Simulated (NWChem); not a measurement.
Molecule: BiHF₂; SMILES [F][BiH][F]

```xyz
4

Bi    -0.2368     0.0206     0.0000
H     -0.4168    -1.7865     0.0000
F      1.1149     0.0044    -1.5138
F      1.1149     0.0044     1.5138
```
Atoms are numbered in this order, from 1.

All runs: NWChem. Medium grid unless said otherwise, to which SCAN and Minnesota functionals are sensitive. Geometry: optimised at PBE0/def2-SVP. def2 effective core potentials on Bi; no spin-orbit coupling. Total energies of different functionals are on different scales.

| level | energy (Ha) | highest occupied level (eV) | orbital gap (eV) | dipole (D) |
|---|---|---|---|---|
| B3LYP/def2-SVP | -414.8470 | -8.06 | 6.27 | 4.40 |
| PBE/def2-SVP | -414.6167 | -6.87 | 4.61 | 4.03 |
| LRC-wPBEh/def2-SVP | -414.6102 | -10.08 | 10.22 | 4.50 |
| BP86/def2-SVP | -414.9327 | -7.01 | 4.65 | 4.04 |
| BLYP/def2-SVP | -414.7338 | -6.75 | 4.56 | 4.02 |
| MN15/def2-SVP | -414.1568 | -8.94 | 7.96 | 4.59 |
| LDA (Slater exchange, PW92)/def2-SVP | -413.2155 | -7.03 | 4.49 | 4.00 |
| TPSS/def2-SVP | -414.7289 | -7.05 | 4.88 | 4.11 |
